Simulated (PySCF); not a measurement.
**NMR problem set**

Method: GFN2-xTB geometry, shieldings: GIAO PBE0/pcSseg-1, in PySCF (relativity neglected, one averaged value for each set of equivalent atoms, in vacuum, single conformer).

Shifts are taken against calculated references (same method and geometry level): ¹H (σ = 31.72 ppm), ¹³C (σ = 186.93 ppm) against TMS. Splittings of carbon signals by F and P are missing where no couplings were computed. Where no couplings were computed, multiplicities follow the n + 1 count of equivalent neighbours, and m marks all less simple cases (inequivalent or close neighbours, rings, F or P nearby). Shifts are as computed. Against solution values, carbons near 30 ppm lie about +3 ppm off and those near 130 ppm about +5 ppm. Of 1211 compounds with measured shifts, 218 miss one by over three times the rms of a fit or turn the order of signals round; such compounds aren't used in these exercises.

Question: C$_{8}$H$_{10}$N$_{2}$. ¹H NMR (400 MHz, computed): δ 2.82 (m, 2H), 2.17 (m, 4H), 1.86 (m, 4H). ¹³C{¹H} NMR (computed): δ 126.2, 28.6, 26.9. Give a structure.

Answer: SMILES N#C[C@H]1CC[C@H](C#N)CC1. Rings plus π bonds: 5 (1 ring in the answer). 3 carbon signals for 8 carbons: some carbons are equivalent by symmetry or fast rotation. Carbon types of the structure: 2 × C, 2 × CH, 4 × CH2, which accounts for all hydrogens. δC 126.2: nitrile carbon; this is the usual window of a C≡N carbon, which has no attached hydrogen. δC 28.6: sp3 CH2 in a ring; a saturated carbon with 2 carbon neighbours and no heteroatom attached. δC 26.9: sp3 CH α to a nitrile; aliphatic region, no heteroatom directly attached. δH 2.82: hydrogen on an sp3 CH α to a nitrile.

The data come from this structure; uniqueness wasn't tested.

Question: C$_{7}$H$_{9}$FO$_{2}$. ¹H NMR (400 MHz, computed): δ 7.13 (m, 1H), 5.62 (m, 1H), 5.60 (m, 1H), 2.21 (s, 3H), 1.91 (m, 3H). ¹³C{¹H} NMR (computed): δ 219.1, 174.4, 106.7, 96.4, 93.6, 23.3, 17.7. Identify the compound.

Answer: `CC=C=C[C@@H](F)OC(C)=O`. Rings plus π bonds: 3 (no ring in the answer). 7 carbon signals for 7 carbons: no two carbons are equivalent. Carbon types of the structure: 2 × C, 3 × CH, 2 × CH3, which accounts for all hydrogens. δC 219.1: central carbon of an allene; the central sp carbon of an allene is among the most deshielded carbons of hydrocarbons. δC 174.4: ester carbonyl carbon; it is a carbonyl in resonance with an O or N lone pair, the region of acids, esters and amides. δC 106.7: allylic sp3 CH bonded to F and O; 2 electronegative neighbours deshield it. δC 96.4, 93.6: terminal carbon of a cumulated C=C=C unit.

The shifts were computed for this structure.
